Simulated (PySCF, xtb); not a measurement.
B(F)(NH2)(NMe2) (C2H8BFN2), SMILES CN(C)B(N)F. The values are those of a single conformer.

Harmonic wavenumbers (cm⁻¹) from GFN2-xTB in xtb 6.7.1 at its own minimum, in rising order: 77, 122, 168, 236, 260, 343, 345, 401, 437, 454, 506, 715, 814, 1016, 1059, 1098, 1136, 1175, 1220, 1302, 1411, 1418, 1467, 1473, 1482, 1492, 1509, 1540, 2903, 2911, 2931, 2941, 3049, 3059, 3543, 3590.

Problem. What does B3LYP-D3(BJ)/def2-SVP (PySCF 2.14.0) give at its own minimum? (The exact figures need the calculation; the answer reports its results.)

Solution. 65, 121, 182, 239, 259, 276, 364, 422, 451, 490, 639, 715, 868, 1027, 1089, 1118, 1173, 1230, 1256, 1378, 1439, 1450, 1456, 1469, 1473, 1482, 1553, 1602, 2969, 2978, 3018, 3025, 3123, 3153, 3628, 3732. Paired by order, the mean absolute difference is 43 cm⁻¹ and the zero-point energies are 70.9 and 72.8 kcal/mol.
